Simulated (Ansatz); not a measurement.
Start from `[CH3][GaH][F]` and change one atom or group to get `[CH3][Ga]([F])[I]`.

Ansatz, PBE0-D4/def2-TZVP geometries, multiplicity 1. 

Elements past krypton have def2 core potentials. Scalar relativity is left out up to krypton.

```
                                          property  `[CH3][GaH][F]`
             HOMO energy (ωB97M-V/def2-TZVPP) / eV           -10.66
                 LUMO energy (PBE/def2-TZVPP) / eV            -1.91
  size of the dipole moment (B3LYP/def2-TZVPP) / D             2.66
size of the dipole moment (ωB97M-V/def2-TZVPP) / D             2.64
                HOMO energy (PBE0/def2-TZVPP) / eV            -8.44
               LUMO energy (B3LYP/def2-TZVPP) / eV            -1.43
```

Q: What does the change do to each property? (Best estimate.)

A: Ansatz gave: 
```tsv
property	`[CH3][Ga]([F])[I]`	shift
HOMO energy (ωB97M-V/def2-TZVPP) / eV	-9.94	0.72
LUMO energy (PBE/def2-TZVPP) / eV	-1.96	-0.05
size of the dipole moment (B3LYP/def2-TZVPP) / D	2.79	0.13
size of the dipole moment (ωB97M-V/def2-TZVPP) / D	2.78	0.14
HOMO energy (PBE0/def2-TZVPP) / eV	-7.81	0.63
LUMO energy (B3LYP/def2-TZVPP) / eV	-1.45	-0.02
```

With PBE0 the HOMO rises by 0.63 eV and the LUMO falls by 0.08 eV, so the gap narrows by about 0.71 eV. PBE moves the HOMO by 0.43 eV and ωB97M-V by 0.72 eV. Dipoles are sizes alone; their direction can turn.

B3LYP here is the variant with VWN-RPA as its local correlation; programs differ in this.

Spin–orbit coupling is left out; it splits and shifts lone-pair levels of the heavy atoms by tenths of an eV.
